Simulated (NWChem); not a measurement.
Molecule: CH3ISi, singlet; SMILES C[Si]I

All runs: NWChem. Low-valent species are run as closed-shell singlets; no triplet was tried in these runs. Geometry: optimised at PBE0/def2-SVP. No frequency run checked for a minimum. def2 effective core potentials on I; no spin-orbit coupling.

Diagonal of the polarisability tensor at PBE0/def2-SVPD, static: 76.11, 109.45, 64.05 bohr³.

### Question
Find the mean polarisability volume, the molar refraction, and the refractive index that an ideal gas of it would have at 273.15 K and 1 atm.

### Answer

1. Mean: one third of the trace = 83.21 bohr³ × 0.14818 Å³/bohr³ = 12.33 Å³.
2. Molar refraction (Lorentz-Lorenz): (4π/3) N_A α = 31.1 cm³/mol.
3. Number density p/kT = 2.687 × 10⁻⁵ Å⁻³; n − 1 = 2π N α = 20.81 × 10⁻⁴.
4. These hold the electronic response alone: vibrational and orientational terms add to the static dielectric constant.
